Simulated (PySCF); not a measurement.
H3IrO3, SMILES [OH][Ir]([OH])[OH], multiplicity 1. The structure is a stationary point at PBE0-D3(BJ)/def2-SVP. The multiplicity is an assumed one; other spin states were not compared. The def2 effective core potentials stand for the cores of Ir; spin–orbit coupling is left out. The values are those of a single conformer.

All values below come from PBE0-D3(BJ)/def2-SVP in PySCF.

Harmonic wavenumbers (cm⁻¹): 195, 196, 214, 621, 689, 716, 737, 738, 762, 981, 1000, 1013, 3723, 3731, 3735. Rotational constants (GHz): 5.638, 5.537, 2.869; symmetry number 1.

### Question
Work out the zero-point energy and the ideal-gas rigid-rotor harmonic-oscillator thermochemistry at 298.15 K and 1 atm.

### Answer
ZPE = ½ Σ hcν = ½ × 19051 cm⁻¹ = 113.95 kJ/mol. H − E(el) = 130.29 kJ/mol. Entropy in J/(mol K): translation 177.27, rotation 107.47, vibration 35.31, total 320.05. G − E(el) = 34.87 kJ/mol. Cp = 81.46 J/(mol K).
